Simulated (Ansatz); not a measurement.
C5H13Sb, singlet, at a GFN2-xTB geometry (all electrons, no relativity), with bond 4-2 at 2.4 times its length; SC-NEVPT2/STO-3G, CASSCF(4,6) (Ansatz, an electronic-structure program).

Ansatz was given this input:
Ansatz 0.2 input:
```yaml
crystal:
  periodic: [false, false, false]
  atoms:
    - {symbol: Sb, position_ang: [-0.18200973, 0.01782296, 0.64134381]}
    - {symbol: C, position_ang: [-1.54237565, -1.19292653, -0.55054607]}
    - {symbol: H, position_ang: [-1.17099874, -1.28450662, -1.56558703]}
    - {symbol: H, position_ang: [-3.89688900, -0.08354206, -0.57594904]}
    - {symbol: H, position_ang: [-1.62780710, -2.18151530, -0.11281695]}
    - {symbol: C, position_ang: [1.58137600, -0.56026902, -0.52220457]}
    - {symbol: C, position_ang: [2.13010390, -1.90376355, -0.08517949]}
    - {symbol: H, position_ang: [2.33520036, 0.21561966, -0.39533633]}
    - {symbol: H, position_ang: [1.29748229, -0.59508598, -1.57276550]}
    - {symbol: H, position_ang: [1.37829226, -2.68223471, -0.20157801]}
    - {symbol: H, position_ang: [2.43377271, -1.87808889, 0.95978737]}
    - {symbol: H, position_ang: [2.99815972, -2.17875768, -0.68436148]}
    - {symbol: C, position_ang: [-0.57589284, 1.88636881, -0.44701457]}
    - {symbol: C, position_ang: [-0.44600990, 1.80526119, -1.95279486]}
    - {symbol: H, position_ang: [0.10927752, 2.63316249, -0.04791391]}
    - {symbol: H, position_ang: [-1.58556072, 2.18800135, -0.17023200]}
    - {symbol: H, position_ang: [-1.11520560, 1.05142726, -2.36163431]}
    - {symbol: H, position_ang: [0.57367320, 1.56255377, -2.24285791]}
    - {symbol: H, position_ang: [-0.70357583, 2.76311155, -2.40567029]}
basis:
  gaussian:
    orbitals: STO-3G
magnetization: {spin_polarized: false}
correlation: {method: sc_nevpt2, electrons: all, active_space: {window: {electrons: 4, orbitals: 6}}}
```

**Question.** Write the output that Ansatz gives for this input, abridged.

**Answer.** 
```
Functional definition: HF
820 factors; integrals over basis functions are off by at most 3.2e-5 eV
mean field evaluation 1: about -175390.5498 eV, gradient 2.4e1 eV
mean field evaluation 2: about -175390.8284 eV, gradient 2.4e1 eV
mean field evaluation 4: about -175394.7297 eV, gradient 3.3e0 eV
mean field evaluation 8: about -175394.7756 eV, gradient 5.8e-2 eV
mean field evaluation 16: about -175390.6551 eV, gradient 4.6e-2 eV
mean field -175394.77568538 eV, -6445.6391195887 hartree, gradient 1.7e-6 eV, S^2 0.000000; 1 other end points of the search recorded, 0 dependent functions left out; unrestricted orbitals would lower it
reference -175394.77568538 eV, -6445.6391195887 hartree; 47, 47 occupied and 18, 18 virtual orbitals, 820 factors
state -175400.15351421 eV, -6445.8367511531 hartree
state -175400.15351421 eV, -6445.8367511531 hartree; corrected -175407.41599367 eV, -6446.1036423506 hartree
Total energy: -175407.41599367 eV, -6446.1036423506 hartree
```
